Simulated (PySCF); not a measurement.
**Ionisation energy of Tc(2+) by level of theory**

Tc(2+) [Kr] 4d5 (6S) → Tc(3+) [Kr] 4d4 (5D), as a difference of total energies. Computed with PySCF 2.14 in dyall-av2z (22s15p11d2f, 136 functions), with the non-relativistic Hamiltonian (point nucleus). Correlated levels: valence: [Kr] frozen; virtual orbitals above 40 to 60 times the deepest correlated orbital energy dropped. The calculations carry no spin-orbit coupling.

```json
{"method": "UHF", "ionisation energy (eV)": "29.247"}
{"method": "LDA", "ionisation energy (eV)": "30.567"}
{"method": "PBE", "ionisation energy (eV)": "30.375"}
{"method": "PBE0", "ionisation energy (eV)": "30.337"}
{"method": "r2SCAN", "ionisation energy (eV)": "30.400"}
{"method": "BP86", "ionisation energy (eV)": "30.381"}
{"method": "revPBE", "ionisation energy (eV)": "30.314"}
{"method": "PBEsol", "ionisation energy (eV)": "30.399"}
{"method": "MP2 (valence)", "ionisation energy (eV)": "29.806"}
{"method": "SCS-MP2 (valence)", "ionisation energy (eV)": "29.433"}
```

How much does correlation contribute at MP2 (valence)?

29.806 − (29.247) = 0.559 eV, measured against UHF.

A first-order spin-orbit estimate (lowest level to lowest level, LS coupling) adds -0.183 eV.

These non-relativistic numbers lack the scalar-relativistic shift.

For comparison: 29.55 eV (semi-empirical (NIST evaluation); NIST Atomic Spectra Database, ionization energies).
